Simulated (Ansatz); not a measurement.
Gas-phase electronic energies from Ansatz, PBE0-D4/def2-TZVP geometries. CCSD(T)/CBS adds triple-zeta CCSD(T) − MP2 to the extrapolated MP2 energy (def2 sets, frozen cores). DFT in def2-TZVPP. Elements past krypton have def2 core potentials. For Br, In, Se outer-core shells are correlated without core-valence functions, which leaves a few kJ/mol of doubt a bond. Scalar relativity is left out up to krypton. Each species was taken in one conformer, which may not be the lowest.

`[SiH3][SiH]1C[Se]1` + `[OH][In]([SH])[Br]` → `[SiH3][O][In]([SH])[Br]` + `C1[SiH2][Se]1`  (cleavage of the Si–Si bond)

`[SiH3][SiH]1C[Se]1`:

Cartesian coordinates in Å:
```
Si 0.941 -1.307 0.822
Si -0.826 -0.065 -0.040
C -0.469 1.615 -0.721
Se -0.763 0.336 -2.242
H 0.765 -2.743 0.481
H 2.191 -0.793 0.208
H 1.020 -1.173 2.302
H -2.166 -0.258 0.569
H 0.543 2.006 -0.703
H -1.235 2.382 -0.676
```

`[OH][In]([SH])[Br]`:

```xyz
6

O     1.399   -0.890   -0.152
In   -0.413   -0.139    0.041
S    -0.711    2.195    0.092
Br   -2.281   -1.725    0.220
H     1.395   -1.851   -0.160
H     0.611    2.411   -0.042
```

`[SiH3][O][In]([SH])[Br]`:

Cartesian coordinates in Å:
```
Si -0.160 1.811 -0.119
O -0.521 0.216 -0.114
In 0.490 -1.447 0.162
S -0.681 -3.482 0.044
Br 2.883 -1.211 0.604
H 0.309 2.264 1.221
H 0.907 2.124 -1.110
H -1.388 2.568 -0.479
H -1.838 -2.843 -0.208
```

`C1[SiH2][Se]1`:

```xyz
7

C    -0.268    0.648   -0.622
Si    0.155   -0.736    0.512
Se    1.029    1.291    0.786
H     0.162    0.685   -1.617
H    -1.231    1.141   -0.542
H    -0.869   -1.206    1.471
H     1.023   -1.824    0.012
```

CCSD(T)/CBS gives -91.7 kJ/mol.

Question: Another level gave -82.3 kJ/mol. Which?
A. PBE-D4/def2-TZVPP
B. HF/def2-TZVPP
C. r2SCAN-D4/def2-TZVPP
D. ωB97X-V/def2-TZVPP

Answer: C. r2SCAN-D4 -82.3, HF/def2-TZVPP -121.0, ωB97X-V -89.0, PBE-D4 -61.0 kJ/mol.

Largest T1 diagnostic among the species: 0.013.

From PBE to PBE0 (25 % exact exchange), in def2-TZVPP and without D4, ΔE moves by −10.6 kJ/mol. In def2-TZVPP, CCSD(T) changes the Hartree–Fock value by +28.6 kJ/mol (the triples alone add +4.4 kJ/mol) and MP2 by +23.9 kJ/mol.
